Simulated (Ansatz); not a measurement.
Reaction (formal exchange of groups at a P–N bond): `CN(C)P` + `C[SiH2][GeH2][CH3]` → `[CH3][GeH2][SiH2]P` + `CN(C)C`

Isolated molecules relaxed with PBE0-D4/def2-TZVP in Ansatz; ΔE leaves out vibrations. CCSD(T)/CBS is the MP2 limit (def2-TZVPP, def2-QZVPP) plus CCSD(T) − MP2 in def2-TZVPP, frozen cores. Functionals use def2-TZVPP. B3LYP here is the variant with VWN-RPA as its local correlation; programs differ in this. For Ge outer-core shells are correlated without core-valence functions, which leaves a few kJ/mol of doubt a bond. Scalar relativity is left out up to krypton. One conformer a species, not always the lowest.

```json
{"level": "PBE-D4", "ΔE (kJ/mol)": "7.0", "difference from CCSD(T)/CBS": "-8.0"}
{"level": "B3LYP-D4", "ΔE (kJ/mol)": "17.2", "difference from CCSD(T)/CBS": "2.2"}
{"level": "ωB97X-V", "ΔE (kJ/mol)": "16.3", "difference from CCSD(T)/CBS": "1.3"}
{"level": "ωB97M-V", "ΔE (kJ/mol)": "20.6", "difference from CCSD(T)/CBS": "5.6"}
{"level": "PBE", "ΔE (kJ/mol)": "7.1", "difference from CCSD(T)/CBS": "-7.9"}
{"level": "r2SCAN", "ΔE (kJ/mol)": "11.6", "difference from CCSD(T)/CBS": "-3.4"}
{"level": "HF/def2-TZVPP", "ΔE (kJ/mol)": "22.7", "difference from CCSD(T)/CBS": "7.7"}
{"level": "HF/def2-QZVPP", "ΔE (kJ/mol)": "23.7", "difference from CCSD(T)/CBS": "8.7"}
{"level": "SCS-MP2/def2-QZVPP", "ΔE (kJ/mol)": "20.7", "difference from CCSD(T)/CBS": "5.7"}
{"level": "CCSD/CBS(def2)", "ΔE (kJ/mol)": "16.6", "difference from CCSD(T)/CBS": "1.6"}
{"level": "CCSD(T)/CBS", "ΔE (kJ/mol)": "15.0", "difference from CCSD(T)/CBS": "0"}
```

Largest T1 diagnostic among the species: 0.012.

In def2-TZVPP, CCSD(T) changes the Hartree–Fock value by −8.9 kJ/mol (the triples alone add −1.6 kJ/mol) and MP2 by −4.8 kJ/mol.
